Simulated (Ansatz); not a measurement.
Compare A (`C[C@@H]1N[Si@@H]1F`) with its isomer B (`FC/C=N\[SiH3]`).

Program: Ansatz. Geometries: PBE0-D4/def2-TZVP. ΔE: electronic, gas phase. CCSD(T)/CBS is the MP2 limit (def2-TZVPP, def2-QZVPP) plus CCSD(T) − MP2 in def2-TZVPP, frozen cores. DFT in def2-TZVPP. B3LYP here is the variant with VWN-RPA as its local correlation; programs differ in this. One conformer a species, not always the lowest.

A:

Z-matrix (Å, degrees):
```
C
C 1 1.505
H 1 1.093 2 110.5
H 1 1.095 2 111.0 3 119.8
H 1 1.091 2 111.2 3 -120.2
N 2 1.513 1 115.6 3 167.9
Si 2 1.822 1 127.2 3 97.7
H 2 1.094 1 113.0 3 -57.8
H 6 1.007 2 120.3 1 109.5
F 7 1.590 2 124.0 1 0.6
H 7 1.474 2 124.5 1 -152.0
```

B:

Z-matrix (Å, degrees):
```
C
C 1 1.500
F 1 1.371 2 112.1
H 1 1.097 2 109.5 3 120.9
H 1 1.097 2 109.5 3 -120.9
N 2 1.252 1 128.4 3 0.0
H 2 1.103 1 111.9 3 -180.0
Si 6 1.746 2 131.5 1 -0.0
H 8 1.484 6 106.3 2 180.0
H 8 1.486 6 111.8 2 62.2
H 8 1.486 6 111.8 2 -62.3
```

Task: Which is lower in electronic energy at CCSD(T)/CBS, and by how much? (An estimate is asked.)

Result: Computed: A, by 41.4 kcal/mol.

Task: Give E(B) − E(A) in kcal/mol with CCSD(T)/def2-TZVPP, B3LYP-D4, ωB97M-V, CCSD/def2-TZVPP, MP2/def2-TZVPP, r2SCAN-D4, PBE-D4. (Best estimate.)

Result: Computed: CCSD(T)/def2-TZVPP 39.0, B3LYP-D4 36.3, ωB97M-V 40.1, CCSD/def2-TZVPP 38.9, MP2/def2-TZVPP 43.7, r2SCAN-D4 40.8, PBE-D4 39.4. None reverses the order clearly.

Largest T1 diagnostic: 0.013.

From PBE to PBE0 (25 % exact exchange), in def2-TZVPP and without D4, E(B) − E(A) moves by +1.7 kcal/mol. In def2-TZVPP, CCSD(T) changes the Hartree–Fock value by +7.6 kcal/mol (the triples alone add +0.1 kcal/mol) and MP2 by +12.3 kcal/mol.
